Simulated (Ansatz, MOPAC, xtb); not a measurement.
The molecule NaSi, multiplicity 4 (lowest of 2S+1 = 2, 4 at CCSD(T)/def2-TZVPP on PBE0 minima; our sources give no spin for the ground state, which may be another).

Constants: fifth-degree fit in 1/R to seven points, most abundant isotopes. In def2 and cc sets the state is the lowest found near the PBE0 minimum, followed along R.

Programs: Ansatz (an electronic-structure program); MOPAC for PM7 (differences of heats of formation); xtb for the GFN methods. Values without a source in brackets are computed. The GFN methods have no spin term and hold the electronic entropy of 300 K.

```
level                 r_e (Å)  ω_e (cm⁻¹)  α_e (cm⁻¹)  ω_e x_e (cm⁻¹)  D_e (eV)  dipole (D)
--------------------  -------  ----------  ----------  --------------  --------  ----------
PM7                     2.688         479     0.00073             1.4         -           -
GFN2-xTB                2.689         253      0.0029             3.2         -           -
SVWN5/def2-TZVPP        2.666         255      0.0016             1.4      1.64        6.40
PBE/def2-TZVPP          2.713         246      0.0015             1.4      1.46        6.58
r2SCAN/def2-TZVPP       2.707         257      0.0014             1.4      1.59        7.40
B97M-V/def2-TZVPP       2.700         256      0.0015             1.5      1.50        6.50
B3LYP/def2-TZVPP        2.711         246      0.0016             1.6      1.21        6.71
PBE0/def2-TZVPP         2.698         257      0.0015             1.4      1.44        7.20
BHLYP/def2-TZVPP        2.691         258      0.0015             1.5      1.15        7.27
CAM-B3LYP/def2-TZVPP    2.677         260      0.0015             1.5      1.20        7.18
wB97X-V/def2-TZVPP      2.685         267      0.0014             1.3      1.28        7.77
wB97M-V/def2-TZVPP      2.705         253      0.0014             1.3      1.33        7.30
B2PLYP/def2-TZVPP       2.698         256      0.0015             1.4      1.25           -
CCSD/def2-TZVPP         2.701         261      0.0014             1.2      1.35           -
CCSD/def2-QZVPP         2.693         266      0.0015             1.5      1.42           -
CCSD(T)/def2-TZVPP      2.699         261      0.0014             1.2      1.40           -
CCSD(T)/def2-QZVPP      2.691         267      0.0015             1.4      1.48           -
```

D_e counts from each atom's lowest state at the same level, without counterpoise or zero-point energy.

Correlated levels freeze the inner cores; with def2 sets outer-core shells near the valence are correlated too. The state that PM7 reach isn't checked; PM7 holds dispersion and hydrogen-bond terms.
